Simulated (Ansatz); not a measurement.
Reaction (cleavage of the B–Si bond): `CB[SiH](O)[SiH3]` + `C=N` → `C=NBC` + `O[SiH2][SiH3]`

Isolated molecules relaxed with PBE0-D4/def2-TZVP in Ansatz; ΔE leaves out vibrations. CCSD(T)/CBS is the MP2 limit (def2-TZVPP, def2-QZVPP) plus CCSD(T) − MP2 in def2-TZVPP, frozen cores. This one scheme is used for every species. Functionals use def2-TZVPP. Each species was taken in one conformer, which may not be the lowest.

```csv
level,ΔE (kJ/mol)
PBE0,-134.0
SCS-MP2/def2-TZVPP,-132.4
```

(1) What does CCSD(T)/CBS give? (Best estimate.)

Largest T1 diagnostic among the species: 0.014.

Results:

(1) The calculation gave: -127.2 kJ/mol. The listed levels differ from it by -6.8, -5.2 kJ/mol.

The D4 term adds +5.8 kJ/mol with B3LYP and +3.5 kJ/mol with PBE0; it sums over pairs of atoms, weighted by their polarisabilities, and B3LYP, whose exchange is more repulsive, gets the larger term. From PBE to PBE0 (25 % exact exchange), in def2-TZVPP and without D4, ΔE moves by +3.7 kJ/mol.

B3LYP here is the variant with VWN-RPA as its local correlation; programs differ in this.
